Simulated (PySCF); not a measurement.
# Electron correlation in P²⁺ (phosphorus, charge +2)

[Ne] 3s2 3p1, 2P determinant. Computed with PySCF 2.14 in aug-cc-pCVTZ-DK (8s7p5d3f, 75 functions), with scalar relativity by spin-free X2C-1e. Frozen: 1s2; 11 electrons correlated.

| level | correlation energy (mhartree) |
| --- | --- |
| CCSD | -355.15 |
| (T) | -3.74 |
| CCSD(T) | -358.89 |

Diagnostics: T1 = 0.0073, D1 = 0.0296, largest double amplitude 0.100.

Cost of the coupled-cluster step: roughly 24 core-seconds, for 11 correlated electrons.
